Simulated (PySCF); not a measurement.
**Excited states of As⁵⁺ (arsenic, charge +5)**

Ground state [Ar] 3d10, ¹S. Calculation: PySCF 2.14, in aug-cc-pVDZ-PP with one added diffuse shell each of s, p, d type with ECP10MDF (6s5p4d, 41 functions); scalar relativity through the core potential. Vertical excitation energies in eV without spin-orbit coupling; excited terms of each kind are numbered among those the solver found. Frozen: 3s2 3p6.

| term | leading excitation | EOM-EE-CCSD |
| --- | --- | --- |
| 1 3D | 3d → s | 43.157 |
| 1 1D | 3d → s | 43.900 |
| 1 3P° | 3d → p | 56.810 |
| 1 3F° | 3d → p | 57.333 |
| 1 1F° | 3d → p | 57.726 |
| 1 3D° | 3d → p | 58.254 |
| 1 1D° | 3d → p | 58.262 |
| 1 1P° | 3d → p | 58.493 |
| 1 3G | 3d → d | 77.864 |
| 1 1G | 3d → d | 77.964 |
| 2 3D | 3d → d | 78.080 |
| 1 1F | 3d → d | 78.326 |

The solver can miss terms.
